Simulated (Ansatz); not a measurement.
Reaction (redistribution): `[OH][GeH]([OH])[O][SiH3]` + `C[C]1=[CH][GeH2]1` → `[SiH3][C]1=[CH][GeH2]1` + `C[O][GeH]([OH])[OH]`

Calculated with Ansatz (gas phase, PBE0-D4/def2-TZVP geometries, no zero-point term in ΔE). CCSD(T)/CBS is the MP2 limit (def2-TZVPP, def2-QZVPP) plus CCSD(T) − MP2 in def2-TZVPP, frozen cores. DFT in def2-TZVPP. For Ge outer-core shells are correlated without core-valence functions, which leaves a few kJ/mol of doubt a bond. Scalar relativity is left out up to krypton. One conformer a species, not always the lowest.

`[OH][GeH]([OH])[O][SiH3]`:

Cartesian coordinates in Å:
```
O 0.763 1.508 1.153
Ge -0.716 0.586 0.911
O -1.886 1.628 0.103
O -0.431 -0.756 -0.197
Si 0.908 -1.441 -0.853
H 0.881 2.190 0.487
H -1.184 0.063 2.263
H -2.264 1.201 -0.670
H 1.668 -0.452 -1.666
H 1.806 -1.980 0.201
H 0.455 -2.548 -1.731
```

`C[C]1=[CH][GeH2]1`:

Z-matrix (Å, degrees):
```
C
C 1 1.477
H 1 1.093 2 110.5
H 1 1.093 2 110.5 3 -118.0
H 1 1.094 2 111.5 3 121.0
C 2 1.322 1 139.4 3 -121.3
Ge 2 1.919 1 151.3 3 58.8
H 6 1.085 2 136.9 1 0.0
H 7 1.532 2 120.6 1 -78.0
H 7 1.532 2 120.7 1 78.0
```

`[SiH3][C]1=[CH][GeH2]1`:

Z-matrix (Å, degrees):
```
Si
C 1 1.843
H 1 1.489 2 111.7
H 1 1.486 2 109.0 3 120.8
H 1 1.486 2 109.0 3 -120.8
C 2 1.325 1 142.2 3 0.1
Ge 2 1.938 1 149.5 3 -180.0
H 6 1.084 2 136.2 1 -0.0
H 7 1.528 2 119.2 1 -76.9
H 7 1.528 2 119.2 1 77.0
```

`C[O][GeH]([OH])[OH]`:

Cartesian coordinates in Å:
```
C -0.681 -1.630 -0.179
O -0.050 -0.504 -0.747
Ge 0.006 1.024 0.143
O 0.874 2.086 -0.962
O 0.920 0.873 1.642
H -0.628 -2.446 -0.903
H -0.185 -1.953 0.743
H -1.739 -1.441 0.044
H -1.382 1.523 0.545
H 1.000 1.659 -1.814
H 1.866 0.810 1.487
```

| level | ΔE (eV) |
| --- | --- |
| PBE0 | 1.54 |
| CCSD/def2-TZVPP | 1.61 |
| HF/def2-QZVPP | 1.71 |
| HF/CBS(def2) | 1.71 |

Question: What does CCSD(T)/CBS give? (Estimate.)

Answer: Ansatz gave: +1.59 eV. The listed levels differ from it by -0.05, 0.02, 0.12, 0.12 eV.

Largest T1 diagnostic among the species: 0.013.

From PBE to PBE0 (25 % exact exchange), in def2-TZVPP and without D4, ΔE moves by +0.07 eV. In def2-TZVPP, CCSD(T) changes the Hartree–Fock value by −0.11 eV (the triples alone add −0.03 eV) and MP2 by −0.04 eV.
